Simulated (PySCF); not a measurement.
NbNI2 (singlet). Level of theory: PBE0 in PySCF with Nb def2-SVP with ECP28, N def2-SVP, I def2-SVP with ECP28; scalar-relativistic core potentials, no spin–orbit coupling; density-fitted integrals.

Harmonic bands of its minimum:

| ω (cm⁻¹) | IR (km/mol) |
| --- | --- |
| 40 | 2.6 |
| 135 | 17.8 |
| 190 | 3.2 |
| 209 | 15.6 |
| 293 | 59.7 |
| 1156 | 112 |

Problem. The central atom is Nb. Infer the point group and assign the bands.

Solution. Cs. The modes span 4a' + 2a'': 40 a', 135 a', 190 a'', 209 a', 293 a'', 1156 a'. The computed geometry has Nb–I 2.669 Å (×2), Nb–N 1.639 Å; I–Nb–I 117.7°, I–Nb–N 107.2° (×2).

Stability towards spin polarisation was not tested. Only a few start shapes were tried, so a lower isomer may exist.
